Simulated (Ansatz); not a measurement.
Ansatz results at the PBE0-D4/def2-TZVP geometry: HOMO energy (PBE/def2-TZVPP) -5.66 eV; HOMO–LUMO gap (PBE/def2-TZVPP) 4.13 eV; LUMO energy (PBE0/def2-TZVPP) -0.66 eV.

Each molecule was computed in one conformer, which needn't be the lowest.

Q: Which molecule gave them?
A. `CO[SiH](C)O[Si](O)(O)O`
B. `C[SiH3]`
C. `FC[SiH2][SeH]`
D. `C[Se][SiH2]F`

A: D. The others give `CO[SiH](C)O[Si](O)(O)O`: -6.60, 6.17, 0.45; `FC[SiH2][SeH]`: -5.99, 5.09, -0.02; `C[SiH3]`: -7.91, 7.82, 0.69.
